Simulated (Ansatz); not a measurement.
Z-matrix (Å, degrees):
```
Ti
I 1 2.527
I 1 2.527 2 109.5
I 1 2.527 2 109.5 3 120.0
I 1 2.527 2 109.5 3 -120.0
```

Charge 0, multiplicity 1. I: def2 effective core potential.

List the r2SCAN/def2-TZVPP orbital energies in eV (Ansatz 0.2.0). (Best estimate.)

The calculation gave: Occupied: -4858.12, -539.72, -449.84, -449.84, -449.84, -184.95, -184.95, -184.95, -184.95, -130.93, -130.93, -130.93, -130.93, -130.87, -130.87, -130.87, -130.87, -130.87, -130.87, -130.87, -130.87, -64.90, -50.74, -50.74, -50.74, -50.74, -50.70, -50.70, -50.70, -50.70, -50.70, -50.70, -50.70, -50.70, -50.64, -50.64, -50.64, -50.64, -50.64, -50.64, -50.64, -50.64, -40.85, -40.85, -40.85, -18.45, -18.15, -18.15, -18.15, -9.20, -8.45, -8.45, -8.45, -8.12, -8.12, -7.92, -7.92, -7.92, -7.01, -7.01, -7.01. Lowest empty: -4.37, -4.37, -3.82, -3.82, -3.82, 0.17, 1.49, 1.49.
